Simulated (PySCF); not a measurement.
Isomers of C4H4FNO. The calculation used PBE0-D3(BJ)/def2-SVP geometry optimisation, gas phase in PySCF 2.14.0. One conformer each; no zero-point energy, no entropy. No frequencies were run at this level. Point groups hold within 0.08 Å.

Question: Order them by energy at this level, lowest first, and give relative energies in kJ/mol.
A. `C1O[C@H]([C@@H]1F)C#N`
B. `N#C[C@@H]1C[C@H](F)O1`

Answer: B (0.0), A (43.3).

```tsv
SMILES	E (Eh)	E rel (kJ/mol)	dipole (D)	point group	A, B, C (MHz)
N#C[C@@H]1C[C@H](F)O1	-383.89239	0.0	4.71	C1	5547, 1888, 1770
N#C[C@@H]1OC[C@H]1F	-383.87589	43.3	3.20	C1	4928, 2038, 1604
```

Question: As an exercise, what shares would exp(−E/RT) give at 1000 K from these electronic energies alone (no entropy, no degeneracies)?

Answer: RT = 8.314 kJ/mol: N#C[C@@H]1C[C@H](F)O1 99.5 %, N#C[C@@H]1OC[C@H]1F 0.5 %.
